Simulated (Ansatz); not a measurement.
In3P2Cl3, relaxed as a singlet with RKS PBE-D4/def2-SVP in Ansatz, starting from the GFN2-xTB geometry. Force threshold 0.02 eV/Å.

In the def2 sets In takes a core potential; there is no spin–orbit coupling. The restricted singlet is unstable towards broken spin symmetry in Hartree–Fock (as tested in another run); at PBE-D4/def2-SVP this wasn't settled. Another isomer (singlet) lies 0.12 eV lower at PBE0-D4/def2-TZVP; other spin states weren't run for this one.

Start:

```
atom   x (Å)   y (Å)   z (Å)
 In1   2.655   0.654   0.665
 In2  -1.782   2.504  -0.993
 In3  -0.592  -2.435  -1.485
  P4   0.069  -0.100   2.549
  P5  -0.973  -1.471   1.695
 Cl6   0.649   2.233  -0.050
 Cl7  -1.752  -0.059  -1.549
 Cl8   1.726  -1.327  -0.832
```

Question: Estimate the energy that the relaxation releases and the steps that it takes.

Answer: 11.0 kcal/mol, in 18 steps; 66 s on 2 threads of AMD EPYC 7R13 on a shared host. No frequencies were taken in this run, so the end may be a saddle point.

Question: Does the start keep its bonding and symmetry?

Answer: Bonds formed: In1–P4 (atoms count from 1).

Question: Predict the relaxed structure.

Answer: 
```xyz
8

In    2.0848    0.6529    0.8405
In   -0.5495    1.8402   -2.1351
In   -0.6748   -2.2126   -1.1378
P     0.3026   -0.7081    2.8081
P    -1.0110   -1.7674    1.8422
Cl    0.6054    2.7272    0.2471
Cl   -2.2006   -0.0356   -0.8996
Cl    1.4432   -0.4965   -1.5654
```
Bond lengths (bridged metal pairs left out): 6 × Cl–In 2.62 to 2.79 Å; 1 × P–P 1.94 Å; 1 × In–P 2.98 Å.
